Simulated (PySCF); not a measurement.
Input of a response calculation (the driver script's job line, then coordinates in Å):

```
{"job": {"kind": "uv", "xc": "CAM-B3LYP", "basis": "def2-SVPD", "nstates": 8, "ntriplets": 3}, "charge": 0, "multiplicity": 1}
Si    -1.704788     0.051980    -0.360598
C     -0.226169    -0.101555     0.853070
C      0.981978     0.528550     0.281079
C      1.915226    -0.073430    -0.439338
Br     1.873723    -1.927980    -0.842386
H     -2.871171    -0.539158     0.293621
H     -1.926602     1.473111    -0.638029
H     -1.378142    -0.649503    -1.599530
H     -0.047478    -1.158903     1.050818
H     -0.481394     0.379577     1.797069
H      1.092030     1.594173     0.437314
H      2.773985     0.422451    -0.859117
```

The program printed:

```
coarse grid: 46592 points
cycle   1  E = -2981.7032990293  dE = -6.748e-01  |g| = 2.844e-01  |ddm| = 4.887e+00
cycle   2  E = -2981.7128434101  dE = -9.544e-03  |g| = 2.305e-01  |ddm| = 1.045e+00
cycle   3  E = -2981.7247134247  dE = -1.187e-02  |g| = 7.117e-02  |ddm| = 4.288e-01
cycle   4  E = -2981.7259991691  dE = -1.286e-03  |g| = 1.680e-02  |ddm| = 1.354e-01
cycle   5  E = -2981.7260683422  dE = -6.917e-05  |g| = 4.922e-03  |ddm| = 4.889e-02
cycle   6  E = -2981.7260752169  dE = -6.875e-06  |g| = 9.868e-04  |ddm| = 1.046e-02
final grid: 96232 points
cycle   7  E = -2981.7260372537  dE = -2.171e-07  |g| = 8.663e-04  |ddm| = 5.642e-03
cycle   8  E = -2981.7260372278  dE =  2.589e-08  |g| = 9.871e-04  |ddm| = 2.721e-03
cycle   9  E = -2981.7260374710  dE = -2.433e-07  |g| = 9.283e-05  |ddm| = 1.549e-03
cycle  10  E = -2981.7260374736  dE = -2.557e-09  |g| = 4.026e-05  |ddm| = 1.945e-04
cycle  11  E = -2981.7260374743  dE = -6.658e-10  |g| = 1.155e-05  |ddm| = 1.390e-04
converged SCF energy = -2981.7260374743

Static polarisability (au): isotropic 85.549, principal 69.687 80.983 105.976

Singlet excitations
state   eV       nm        f      main configurations
  1   5.7110    217.1   0.00186   H->L+1 0.54, H->L 0.18, H->L+2 0.09
  2   6.3297    195.9   0.32850   H->L 0.70, H->L+1 0.23
  3   6.5853    188.3   0.01684   H->L+2 0.82, H->L+1 0.09
  4   6.7255    184.3   0.00462   H-1->L+1 0.54, H-1->L 0.18, H-1->L+2 0.13
  5   7.0350    176.2   0.00434   H-1->L 0.61, H-1->L+1 0.27
  6   7.2725    170.5   0.05000   H->L+4 0.59, H->L+5 0.23
  7   7.4823    165.7   0.00563   H->L+3 0.42, H->L+5 0.38
  8   7.5867    163.4   0.01850   H->L+3 0.26, H->L+5 0.20, H->L+4 0.19

Triplet excitations (Tamm-Dancoff, eV): 4.1254 5.2268 6.0576
```

Level of theory: PySCF 2.14.0, density-fitted response routines, TDDFT CAM-B3LYP/def2-SVPD, vertical, gas phase, core orbitals frozen in the response. One conformer (not necessarily the lowest) at the GFN2-xTB geometry, without solvent, vibrations or thermal averaging. The CAM-B3LYP/def2-SVPD calculation is non-relativistic and has no spin–orbit coupling, an omission that weighs most on bromine.

Q: How many basis functions and electrons does this run hold?

A: 181 basis functions for 74 electrons in 37 doubly occupied orbitals.

Q: What share of the summed oscillator strength falls to the strongest level in this window?

A: State 2 at 196 nm: 0.3285 of 0.4303, or 76%.

Q: What is the total energy of state 6 at this geometry?

A: -2981.72604 + 0.26726 = -2981.45878 hartree.

Q: Give the mean polarisability in Å³.

A: 85.55 au × 0.148185 = 12.68 Å³.

Q: Give the energy of state 6 in hartree, cm⁻¹ and kJ/mol.

A: 0.26726 hartree, 58657 cm⁻¹, 701.7 kJ/mol.

Q: Write the structure that the coordinates describe.

A: `[SiH3]C/C=C\Br` (C3H7BrSi), point group C1.

The SCF starts on a coarse grid; the energy jumps when the final grid takes over, and dE counts afresh there. H and L stand for HOMO and LUMO.

Shape of the structure used: `[SiH3:1][CH2:2]/[CH:3]=[CH:4]\[Br:5]`: Si1–C2–C3–C4 -92°.
